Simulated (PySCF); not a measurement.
Isomers of C5H5N3O.

All values: PBE0/pcSseg-1 (PySCF) at GFN2-xTB geometries, gas phase, one conformer each.

Question: Rank by LUMO energy, lowest first.
A. `[CH3:1][c:2]1[n:3][n:4][n:5][cH:6][c:7]1[CH:8]=[O:9]` with C6–C7–C8–O9 180°
B. `[CH3:1][C:2](=[O:3])[c:4]1[cH:5][cH:6][n:7][n:8][n:9]1` with C1–C2–C4–C5 180°
C. `[CH3:1][c:2]1[cH:3][c:4]([CH:5]=[O:6])[n:7][n:8][n:9]1` with C3–C4–C5–O6 0°

Answer: A (-3.19 eV), C (-3.05 eV), B (-2.90 eV).

Question: Rank by dipole moment, highest first.
A. `[CH3:1][c:2]1[cH:3][n:4][n:5][n:6][c:7]1[CH:8]=[O:9]` with N6–C7–C8–O9 180°
B. `[CH3:1][c:2]1[cH:3][c:4]([CH:5]=[O:6])[n:7][n:8][n:9]1` with C3–C4–C5–O6 0°
C. `[CH3:1][C:2](=[O:3])[c:4]1[cH:5][cH:6][n:7][n:8][n:9]1` with C1–C2–C4–C5 180°
D. `[CH3:1][c:2]1[n:3][n:4][cH:5][c:6]([CH:7]=[O:8])[n:9]1` with C5–C6–C7–O8 -7°
E. `[CH3:1][c:2]1[n:3][n:4][n:5][cH:6][c:7]1[CH:8]=[O:9]` with C6–C7–C8–O9 180°
F. `[CH3:1][C:2](=[O:3])[c:4]1[cH:5][n:6][n:7][cH:8][n:9]1` with C1–C2–C4–C5 -165°

Answer: A (3.65 D), B (3.39 D), E (3.13 D), F (2.98 D), D (2.63 D), C (2.07 D).

All values together:

| SMILES | μ (D) | HOMO (eV) | LUMO (eV) | lowest IAO charge (e) | highest IAO charge (e) | lowest Hirshfeld charge (e) | highest Hirshfeld charge (e) |
| --- | --- | --- | --- | --- | --- | --- | --- |
| CC(=O)c1cnncn1 | 2.98 | -7.14 | -2.99 | -0.480 (C) | +0.380 (C) | -0.215 (O) | +0.166 (C) |
| CC(=O)c1ccnnn1 | 2.07 | -7.47 | -2.90 | -0.477 (C) | +0.384 (C) | -0.215 (O) | +0.169 (C) |
| Cc1nncc(C=O)n1 | 2.63 | -7.10 | -3.13 | -0.442 (C) | +0.253 (C) | -0.202 (O) | +0.132 (C) |
| Cc1cnnnc1C=O | 3.65 | -7.44 | -3.06 | -0.431 (C) | +0.247 (C) | -0.190 (O) | +0.132 (C) |
| Cc1nnncc1C=O | 3.13 | -7.39 | -3.19 | -0.437 (C) | +0.249 (C) | -0.187 (O) | +0.131 (C) |
| Cc1cc(C=O)nnn1 | 3.39 | -7.41 | -3.05 | -0.441 (C) | +0.253 (C) | -0.202 (O) | +0.133 (C) |

Conformers: `[CH3:1][C:2](=[O:3])[c:4]1[cH:5][n:6][n:7][cH:8][n:9]1` with C1–C2–C4–C5 -165°; `[CH3:1][C:2](=[O:3])[c:4]1[cH:5][cH:6][n:7][n:8][n:9]1` with C1–C2–C4–C5 180°; `[CH3:1][c:2]1[n:3][n:4][cH:5][c:6]([CH:7]=[O:8])[n:9]1` with C5–C6–C7–O8 -7°; `[CH3:1][c:2]1[cH:3][n:4][n:5][n:6][c:7]1[CH:8]=[O:9]` with N6–C7–C8–O9 180°; `[CH3:1][c:2]1[n:3][n:4][n:5][cH:6][c:7]1[CH:8]=[O:9]` with C6–C7–C8–O9 180°; `[CH3:1][c:2]1[cH:3][c:4]([CH:5]=[O:6])[n:7][n:8][n:9]1` with C3–C4–C5–O6 0°.
